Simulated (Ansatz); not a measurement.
AlSi13PH24, a doped nanocrystal cut from the lattice of silicon (Al and P 2.4 A apart), relaxed as a singlet with RKS PBE-D4/def2-SVP in Ansatz, starting from the GFN2-xTB geometry. Force threshold 0.03 eV/Å.

Start:

```csv
atom,x (Å),y (Å),z (Å)
Al1,-1.139,-0.923,-1.074
P2,0.041,1.410,0.094
Si3,-3.424,-0.315,2.240
Si4,0.030,-2.009,2.499
Si5,-0.503,2.386,2.073
Si6,1.920,2.493,-0.585
Si7,2.571,-1.897,-0.296
Si8,1.912,-0.076,-3.629
Si9,-2.652,1.831,2.763
Si10,-2.144,-1.962,3.309
Si11,-3.375,-0.573,-0.126
Si12,0.338,-2.419,0.208
Si13,-0.426,-0.437,-3.370
Si14,2.423,2.058,-2.813
Si15,3.164,-1.726,-2.532
H16,-4.801,-0.348,2.783
H17,0.925,-2.749,3.400
H18,0.502,-0.608,2.630
H19,0.590,1.902,2.925
H20,-0.188,3.808,1.839
H21,2.889,2.001,0.403
H22,1.657,3.889,-0.187
H23,3.582,-2.631,0.476
H24,2.692,-0.510,0.224
H25,2.322,-0.026,-5.051
H26,-2.629,2.146,4.201
H27,-3.533,2.883,2.223
H28,-2.215,-1.792,4.769
H29,-2.775,-3.275,3.102
H30,-4.322,-1.689,-0.407
H31,-4.154,0.591,-0.638
H32,0.188,-3.890,0.013
H33,-0.820,2.198,-0.657
H34,-1.055,0.736,-4.041
H35,-0.752,-1.521,-4.338
H36,1.764,3.122,-3.592
H37,3.844,2.430,-2.906
H38,2.947,-3.020,-3.200
H39,4.602,-1.490,-2.735
```

(1) Estimate the energy that the relaxation releases and the steps that it takes.

(2) Does the start keep its bonding and symmetry?

(3) Predict the relaxed structure.

Answers

(1) 0.94 eV, in 12 steps; 39 s on 2 threads of AMD EPYC 7R13 on a shared host and a share (18 GiB) of an NVIDIA H100 80GB HBM3. No frequencies were taken in this run, so the end may be a saddle point.

(2) By distances, no bond broke or formed. The bond that changes most is Al1–P2, from 2.86 to 2.46 Å (atoms count from 1). Point group Cs at the start, Cs at the end, both within 0.05 Å.

(3) 
```xyz
39

Al   -0.9891   -0.5019   -0.9199
P    -0.2719    1.7316   -0.1762
Si   -3.4171   -0.3818    2.1840
Si    0.1794   -1.9038    2.6600
Si   -0.5716    2.3637    2.0091
Si    1.8488    2.4697   -0.6478
Si    2.7403   -1.7918   -0.1587
Si    1.8608   -0.1442   -3.6205
Si   -2.7122    1.7788    2.7967
Si   -2.1007   -2.0255    3.2398
Si   -3.3307   -0.5010   -0.1683
Si    0.4533   -2.0512    0.3281
Si   -0.4658   -0.3693   -3.3192
Si    2.4532    2.0090   -2.8765
Si    3.1015   -1.7949   -2.4866
H    -4.8262   -0.4865    2.7256
H     0.9304   -2.9899    3.3952
H     0.7228   -0.5821    3.1506
H     0.5472    1.6734    2.7347
H    -0.3217    3.8496    2.0313
H     2.7035    1.7663    0.3669
H     1.8358    3.9437   -0.3345
H     3.5864   -2.8748    0.4700
H     3.2289   -0.4734    0.3942
H     2.2686   -0.1651   -5.0776
H    -2.6619    1.9950    4.2900
H    -3.6427    2.8131    2.2114
H    -2.2827   -1.9106    4.7345
H    -2.6276   -3.3748    2.8154
H    -4.0648   -1.7613   -0.5673
H    -4.1493    0.6642   -0.6849
H     0.1010   -3.4751   -0.0486
H    -1.0633    2.7125   -0.8585
H    -1.1037    0.8063   -4.0305
H    -0.8836   -1.6133   -4.0706
H     1.7429    3.0553   -3.7003
H     3.9350    2.2869   -2.9551
H     2.6805   -3.1380   -3.0316
H     4.5661   -1.6086   -2.8043
```
Bond lengths: 12 × Si–Si 2.35 to 2.36 Å; 3 × Al–Si 2.46 Å; 2 × P–Si 2.29 Å; 1 × Al–P 2.46 Å; 23 × H–Si 1.50 to 1.51 Å; 1 × H–P 1.43 Å.
